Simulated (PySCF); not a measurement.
Ionisation energy of Ga by level of theory

Ga [Ar] 3d10 4s2 4p1 (2P) → Ga⁺ [Ar] 3d10 4s2 (1S), as a difference of total energies. All numbers are calculated (PySCF 2.14, no relativity, point nucleus, in def2-SVP (5s4p3d, 32 functions)). Correlated levels: valence: [Ar] 3d10 frozen. The calculations carry no spin-orbit coupling.

```csv
method,ionisation energy (eV)
UHF,5.550
M06-2X,5.880
MP2 (valence),5.683
SCS-MP2 (valence),5.662
CCSD(T) (valence),5.753
```

Problem. Estimate what CCSD (valence) gives.

Solution. 5.738 eV, closest to CCSD(T) (valence) among the rows shown.

Problem. Estimate what TPSS gives.

Solution. 6.014 eV, closest to M06-2X among the rows shown.

These non-relativistic numbers lack the scalar-relativistic shift.

Errors of the correlated levels include the incompleteness of this basis and the frozen core.

For comparison: 5.931 eV (measured; NIST levels, between the centres of gravity of the two terms).
